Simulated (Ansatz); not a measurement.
Calculated with Ansatz (gas phase, PBE0-D4/def2-TZVP geometries, no zero-point term in ΔE). CCSD(T)/CBS is the MP2 limit (def2-TZVPP, def2-QZVPP) plus CCSD(T) − MP2 in def2-TZVPP, frozen cores. This one scheme is used for every species. DFT in def2-TZVPP. B3LYP here is the variant with VWN-RPA as its local correlation; programs differ in this. One conformer a species, not always the lowest.

Consider the silylene formation by 1,1-elimination: `C[SiH](F)CO` → `C[Si]F` + CH₃OH.

(1) Is it downhill or uphill in electronic energy at CCSD(T)/CBS, and by how much? (An estimate is asked.)

(2) What do these levels give: PBE0-D4, B3LYP-D4, ωB97X-V, B2PLYP, PBE, r2SCAN, PBE0, HF/def2-TZVPP, CCSD(T)/def2-TZVPP, HF/def2-QZVPP, MP2/def2-QZVPP, SCS-MP2/def2-QZVPP? (An estimate is asked.)

Largest T1 diagnostic among the species: 0.014.

Answers

(1) Computed: Uphill: ΔE = +183.7 kJ/mol.

(2) Computed: PBE0-D4 193.1, B3LYP-D4 177.0, ωB97X-V 194.0, B2PLYP 175.8, PBE 172.3, r2SCAN 199.0, PBE0 185.5, HF/def2-TZVPP 171.5, CCSD(T)/def2-TZVPP 180.4, HF/def2-QZVPP 170.4, MP2/def2-QZVPP 196.2, SCS-MP2/def2-QZVPP 187.0 kJ/mol.

In def2-TZVPP, CCSD(T) changes the Hartree–Fock value by +8.9 kJ/mol (the triples alone add +2.2 kJ/mol) and MP2 by +23.2 kJ/mol. From PBE to PBE0 (25 % exact exchange), in def2-TZVPP and without D4, ΔE moves by +13.2 kJ/mol. The D4 term adds +13.8 kJ/mol with B3LYP and +7.6 kJ/mol with PBE0; it sums over pairs of atoms, weighted by their polarisabilities, and B3LYP, whose exchange is more repulsive, gets the larger term.
